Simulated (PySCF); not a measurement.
C$_{2}$H$_{9}$AsIn (SMILES [CH3][In]([CH3])<-[AsH3]), doublet, geometry from GFN2-xTB (such geometries of metal compounds can be far from the true shape) (the spin is typed, not shown lowest) (all electrons, no relativity). Base run: PySCF with PBE0/STO-3G.

Geometry (Å):
```xyz
13

In     0.4658     0.6324     0.8342
C      1.4322     1.9091    -0.9270
H      2.5118     1.8002    -0.9989
H      1.1739     2.9538    -0.7664
H      0.9599     1.5482    -1.8404
C     -1.7958     1.0626     1.4374
H     -2.3806     0.1657     1.2370
H     -2.1194     1.8687     0.7817
H     -1.9144     1.3590     2.4768
As    -0.5551    -1.5587    -1.2489
H     -0.5995    -2.4804    -0.0674
H      0.9049    -1.8562    -1.4034
H     -0.8611    -2.7373    -2.1424
```
Charge 0, spin multiplicity 2.
Orbitals are unrestricted.
All else is at PySCF's defaults.
Base energy -7975.45593 Eh.

Variants of this job, named by their change:

```tsv
change	ΔE vs base (mEh)	SCF cycles	<S^2>	outcome
base	0.000	11	0.752	converged
conv_tol_grad = 1e-3	0.000	11	0.752	converged
conv_tol = 1e-4	0.012	5	0.752	converged
damp = 0.5; diis_start_cycle = 5	0.000	12	0.752	converged
level_shift = 1.0 (with mf.max_cycle = 100)	0.000	39	0.752	converged
diis = off (with mf.max_cycle = 100)	-	100	-	not converged
conv_tol = 1e-6	0.000	8	0.752	converged
level_shift = 0.1 (with mf.max_cycle = 100)	0.000	14	0.752	converged
solver = newton; init_guess = 1e	0.000	-	0.752	converged
conv_tol = 1e-11	0.000	14	0.752	converged
diis = off; damp = 0.6 (with mf.diis_start_cycle = 200; with mf.max_cycle = 150)	0.000	27	0.752	converged
level_shift = 0.5 (with mf.max_cycle = 100)	0.000	26	0.752	converged
init_guess = 1e	0.000	26	0.752	converged
```

Open shells are given as the SCF converged; they aren't shown to be the lowest states, and a large step between rows can be another state.
